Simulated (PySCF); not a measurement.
Gas-phase reaction: GeI2 + 2 IBr → GeI4 + Br2

Computed with PySCF and rigid-rotor harmonic-oscillator thermochemistry at 1 bar. † marks an energy on the PBE0/def2-TZVP geometry and frequencies; other levels use their own. MP2 and CCSD(T) freeze the core. All species are closed-shell singlets. B3LYP is the form with VWN-RPA correlation. I: scalar-relativistic def2 core potential, no spin-orbit coupling. Br, Ge: all electrons, no relativistic terms. MP2 isn't extrapolated to the basis-set limit; its ΔH°(298 K) is -225.4 kJ in def2-SVP and -245.9 kJ in def2-TZVPP. CCSD(T) isn't extrapolated to the basis-set limit. The harmonic model lacks anharmonicity and excited electronic states, which grow with temperature; levels with a mode under 35 cm⁻¹ are left out. Soft modes under 120 cm⁻¹ make the harmonic entropy rough for GeI2, GeI4.

| level | ΔE electronic, kJ | ΔH°(298 K), kJ | ΔS°(298 K), J/K | ΔG°(1800 K), kJ |
|---|---|---|---|---|
| B3LYP/def2-TZVP† | -140 | -136 | -175 | 160 |
| BLYP/def2-TZVP† | -112 | -108 | -175 | 187 |
| CCSD(T)/def2-SVP† | -195 | -191 | -175 | 104 |
| HF/def2-TZVP† | -173 | -169 | -175 | 126 |
| MP2/def2-TZVPP† | -250 | -246 | -175 | 49 |
| PBE/def2-SVP | -168 | -164 | -174 | 128 |
| r2SCAN/def2-TZVP† | -193 | -189 | -175 | 106 |
| LDA/def2-TZVP† | -202 | -198 | -175 | 97 |
| ωB97M-V/def2-TZVP† | -190 | -186 | -175 | 109 |
| ωB97X-V/def2-TZVP† | -205 | -201 | -175 | 95 |
ΔH° is lowest at MP2/def2-TZVPP† and highest at BLYP/def2-TZVP†. No reference value is set beside these.
